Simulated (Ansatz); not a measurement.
`C=C(Cl)I` → 2 C• + Cl• + 2 H• + I•  (atomization)

Calculated with Ansatz (gas phase, PBE0-D4/def2-TZVP geometries, no zero-point term in ΔE). CBS: MP2 limit from def2 TZ/QZ plus the TZ coupled-cluster correction, frozen cores. This one scheme is used for every species, atoms too. Functionals use def2-TZVPP. B3LYP here is the variant with VWN-RPA as its local correlation; programs differ in this. HSE06 is defined as in plane-wave codes. Open shells (•) are unrestricted, without spin–orbit coupling. Spin–orbit coupling would lower the free atoms: a little for C, Cl; strongly for I. def2 core potentials past Kr. Bonds to I are less sure, by a few kJ/mol each and by 10 to 20 or more in all where they break to atoms, as the def2 sets lack core-valence functions.

`C=C(Cl)I`:

```xyz
6

C     0.419    0.659    0.242
C    -0.315   -0.355   -0.182
Cl   -1.791   -0.131   -1.028
I     0.241   -2.339    0.133
H     1.346    0.489    0.773
H     0.100    1.678    0.061
```

| level | ΔE (eV) | difference from CCSD(T)/CBS |
| --- | --- | --- |
| LDA (SPW92) | 25.43 | 3.86 |
| r2SCAN-D4 | 21.67 | 0.10 |
| PBE0-D4 | 21.84 | 0.27 |
| BHLYP-D4 | 20.50 | -1.07 |
| r2SCAN | 21.63 | 0.06 |
| B3LYP | 21.12 | -0.45 |
| HSE06 | 21.73 | 0.16 |
| HF/def2-SVP | 14.82 | -6.75 |
| CCSD/def2-TZVPP | 20.30 | -1.27 |
| MP2/def2-QZVPP | 22.04 | 0.47 |
| CCSD(T)/CBS | 21.57 | 0 |

Largest T1 diagnostic among the species: 0.010.

From PBE to PBE0 (25 % exact exchange), in def2-TZVPP and without D4, ΔE moves by −0.62 eV: exact exchange takes away binding that semilocal exchange gives to molecules. In def2-TZVPP, CCSD(T) changes the Hartree–Fock value by +6.12 eV (the triples alone add +0.56 eV) and MP2 by +6.88 eV; breaking electron pairs costs correlation energy, which Hartree–Fock lacks. At CCSD(T), def2-SVP lies −1.41 eV from the extrapolated value and def2-TZVPP −0.70 eV: correlation converges slowly with the basis, and small sets miss more of it in the bonded molecule than in its fragments.

For atomizations the MP2-based limit and the directly extrapolated one differ by several kJ/mol either way, and by 10 to 25 for some Ge, Se and Sn compounds, so smaller differences from it don't rank the levels.
